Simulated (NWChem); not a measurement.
C₂H₂BrF; SMILES C=C(F)Br

All runs: NWChem. Pople sets run with spherical d functions. Coordinates come from a PBE0/def2-SVP optimisation. Level: PBE0/6-31G* with COSMO at NWChem's default radii, gas-phase geometry; rows give the dielectric constant.

```
dielectric constant  electrostatic solvation energy (kcal/mol)  dipole in solution (D)
-------------------  -----------------------------------------  ----------------------
1.5                                                       -0.6                    1.34
2.0                                                       -0.9                    1.40
20.7                                                      -1.8                    1.59
37.5                                                      -1.8                    1.60
78.4                                                      -1.8                    1.61
```
